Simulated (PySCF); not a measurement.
C2H10Si3, SMILES `C=C[SiH]([SiH3])[SiH3]` (C–C–Si–Si torsion 120°), neutral singlet in the gas phase. 

Cartesian coordinates (Å):
```xyz
15

C      2.3883    -1.1756     0.6239
C      1.2445    -0.5375     0.8579
Si     0.0232    -0.0787    -0.4736
Si    -0.2896     2.2414    -0.5369
Si    -2.0503    -1.0894    -0.0691
H      3.0803    -1.4289     1.4224
H      2.6827    -1.4720    -0.3788
H      1.0058    -0.2664     1.8855
H      0.5540    -0.5444    -1.7878
H      0.9806     2.9490    -0.8539
H     -0.7741     2.7141     0.7895
H     -1.3069     2.6011    -1.5621
H     -2.5597    -0.6631     1.2637
H     -1.9395    -2.5734    -0.0786
H     -3.0391    -0.6763    -1.1021
```
Charge 0, spin multiplicity 1.

All levels are single points at this geometry (PBE0-D3(BJ)/def2-TZVP); Pople sets use spherical d functions. Orbital energies aren't observables, and empty levels follow the basis.

B3LYP-D3(BJ)/def2-TZVP in PySCF gives dipole (D) = 0.88.

Estimate the dipole (D) from each of these levels: M06-2X/def2-TZVP in PySCF; B3LYP/3-21G in PySCF; B3LYP/LANL2DZ in PySCF; SVWN5/6-31G* in PySCF; HF/3-21G in PySCF.


```csv
level,dipole (D)
M06-2X/def2-TZVP in PySCF,0.80
B3LYP/3-21G in PySCF,0.90
B3LYP/LANL2DZ in PySCF,0.73
SVWN5/6-31G* in PySCF,0.94
HF/3-21G in PySCF,1.06
```
